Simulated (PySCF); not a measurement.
Two species compared at the same levels of theory.

First species: 1,3-butanesultone, C4H8O3S.
SMILES: `C[C@H]1CCS(=O)(=O)O1`

Second species: C8H8.
SMILES: `C#CCCC1=CC1=C`

Levels: PBE0/def2-SVPD for HOMO energy, LUMO energy, HOMO–LUMO gap and static isotropic polarisability; TDDFT PBE0/def2-SVPD for lowest singlet excitation; TDA PBE0/def2-SVPD for lowest triplet excitation (Tamm–Dancoff). Geometries: GFN2-xTB. All species are isolated and taken at one optimised geometry, non-relativistic unless stated. Electronic properties by PySCF.

Dipoles, sizes and rotational constants follow the conformer. The torsions of the flexible species, by atom-mapped SMILES:
- `[CH:1]#[C:2][CH2:3][CH2:4][C:5]1=[CH:6][C:7]1=[CH2:8]`: C2–C3–C4–C5 -179°, C3–C4–C5–C6 -1°

The conformers of `C[C@H]1CCS(=O)(=O)O1` aren't listed.

```
                                property  column X  column Y
                             HOMO energy  -5.99 eV  -8.54 eV
                             LUMO energy  -0.35 eV   0.18 eV
                           HOMO–LUMO gap   5.64 eV   8.72 eV
               lowest singlet excitation   4.53 eV   7.68 eV
lowest triplet excitation (Tamm–Dancoff)   3.44 eV   7.43 eV
         static isotropic polarisability   93.4 au   72.4 au
```

Task: Which column belongs to which species?

Result: Column X is the second species and column Y the first. The first has 16 atoms and 72 electrons, the second 16 and 56.

Task: How does each property change from the first species to the second?

Result: HOMO energy +2.55 eV; LUMO energy -0.53 eV; HOMO–LUMO gap -3.08 eV; lowest singlet excitation -3.15 eV; lowest triplet excitation (Tamm–Dancoff) -3.99 eV; static isotropic polarisability +21.0 au.

On the first: The polarisability is 10.73 Å³ as a volume (1 au = 0.148185 Å³), or 1.01 au for each of the 72 electrons. The vertical singlet–triplet gap S1 − T1 is 0.25 eV (TDDFT singlet less Tamm–Dancoff triplet; S1: HOMO→LUMO, weight 0.93; T1: HOMO→LUMO, weight 0.64).

On the second: The vertical singlet–triplet gap S1 − T1 is 1.09 eV (TDDFT singlet less Tamm–Dancoff triplet; S1: HOMO→LUMO, weight 0.98; T1: HOMO→LUMO, weight 0.94). S1 lies 1.11 eV below the HOMO–LUMO gap; its leading configuration is HOMO→LUMO, weight 0.98.
